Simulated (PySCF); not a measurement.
The geometry has Oh symmetry (within 0.05 Å) and had no frequency check at the DFT level, so a distortion to lower symmetry isn't ruled out.

Delta-SCF ions had no search for a lower state. Excitations are Tamm–Dancoff values on a coarser integration grid. The basis has no diffuse functions, so Rydberg states are missing or too high.

**[4]prismane cage Si8H8 `[SiH]12[SiH]3[SiH]4[SiH]1[SiH]1[SiH]2[SiH]3[SiH]41` (charge 0, multiplicity 1)**

These are CAM-B3LYP-D3(BJ)/def2-SVP // B3LYP-D3(BJ)/def2-SVP in PySCF values and carry that method's errors.

```yaml
HOMO: -7.37 eV
dipole_moment: 0.00 D
LUMO: -0.63 eV
HOMO–LUMO gap: 6.74 eV
S1 excitation (TDA): 3.85 eV
S1 oscillator strength: 0.000
vertical ionisation energy (Delta-SCF): 7.88 eV
total_energy: -2320.0479 Ha
cost: roughly 14 core-minutes
```

Bond lengths (Å): Si1–Si2 2.401, Si1–Si4 2.401, Si1–Si6 2.401, Si1–H9 1.493, Si2–Si3 2.401, Si2–Si7 2.401, Si2–H10 1.493, Si3–Si4 2.401, Si3–Si8 2.401, Si3–H11 1.493, Si4–Si5 2.401, Si4–H12 1.493, Si5–Si6 2.401, Si5–Si8 2.401, Si5–H13 1.493, Si6–Si7 2.401, Si6–H14 1.493, Si7–Si8 2.401, Si7–H15 1.493, Si8–H16 1.493. Bond angles (°): Si2–Si1–Si4 90.0, Si2–Si1–Si6 90.0, Si2–Si1–H9 125.3, Si4–Si1–Si6 90.0, Si4–Si1–H9 125.3, Si6–Si1–H9 125.3, Si1–Si2–Si3 90.0, Si1–Si2–Si7 90.0, Si1–Si2–H10 125.3, Si3–Si2–Si7 90.0, Si3–Si2–H10 125.3, Si7–Si2–H10 125.3, Si2–Si3–Si4 90.0, Si2–Si3–Si8 90.0, Si2–Si3–H11 125.3, Si4–Si3–Si8 90.0, Si4–Si3–H11 125.2, Si8–Si3–H11 125.3, Si1–Si4–Si3 90.0, Si1–Si4–Si5 90.0, Si1–Si4–H12 125.3, Si3–Si4–Si5 90.0, Si3–Si4–H12 125.3, Si5–Si4–H12 125.3, Si4–Si5–Si6 90.0, Si4–Si5–Si8 90.0, Si4–Si5–H13 125.3, Si6–Si5–Si8 90.0, Si6–Si5–H13 125.3, Si8–Si5–H13 125.3, Si1–Si6–Si5 90.0, Si1–Si6–Si7 90.0, Si1–Si6–H14 125.3, Si5–Si6–Si7 90.0, Si5–Si6–H14 125.3, Si7–Si6–H14 125.3, Si2–Si7–Si6 90.0, Si2–Si7–Si8 90.0, Si2–Si7–H15 125.3, Si6–Si7–Si8 90.0, Si6–Si7–H15 125.3, Si8–Si7–H15 125.3, Si3–Si8–Si5 90.0, Si3–Si8–Si7 90.0, Si3–Si8–H16 125.3, Si5–Si8–Si7 90.0, Si5–Si8–H16 125.3, Si7–Si8–H16 125.3.
